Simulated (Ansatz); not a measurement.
Frontier orbitals of `[OH][GaH][OH]`.

```xyz
6

O    -0.574   -0.910   -0.929
Ga   -0.209    0.238    0.390
O     1.485    0.772    0.379
H    -1.480   -1.221   -0.956
H    -1.214    0.744    1.451
H     1.992    0.377   -0.335
```

Charge 0, multiplicity 1. Correlated methods include outer-core shells of Ga, which these sets cover unevenly. Scalar relativity is left out up to krypton. Geometry: relaxed with PBE0-D4/def2-TZVP. It is one conformer, not always the lowest. Basis def2-TZVPP, the Gaussian-basis code of Ansatz.

| functional | HOMO (eV) | LUMO (eV) | gap (eV) |
| --- | --- | --- | --- |
| PBE | -7.01 | -1.31 | 5.70 |
| PBE0 | -8.68 | -0.53 | 8.15 |
| r2SCANh | -8.00 | -0.72 | 7.28 |
| r2SCAN0 | -8.96 | -0.33 | 8.63 |
| HSE06 (plane-wave form) | -8.27 | -0.89 | 7.38 |
| CAM-B3LYP | -10.20 | 0.32 | 10.52 |
| LC-ωPBE | -11.59 | 1.55 | 13.14 |
| ωB97M-V | -11.16 | 1.14 | 12.30 |

Problem. What is the vertical ionisation energy at frozen-core CCSD(T)/def2-TZVPP? (An estimate is asked.)

Solution. Computed: 11.53 eV (T1 of the cation 0.040).

A quarter of exact exchange (PBE0) shifts PBE's HOMO by −1.67 eV and its LUMO by +0.78 eV; full exchange at long range (ωB97M-V) shifts them by −4.14 and +2.45 eV. The gap opens from 5.71 to 12.30 eV, since occupied levels lose self-interaction and empty ones feel all the electrons. A positive LUMO is unbound and depends on the basis. −ε(HOMO) differs from that ionisation energy by −4.51 eV with PBE and −0.37 eV with ωB97M-V.

LC-ωPBE has ω = 0.4 bohr⁻¹.
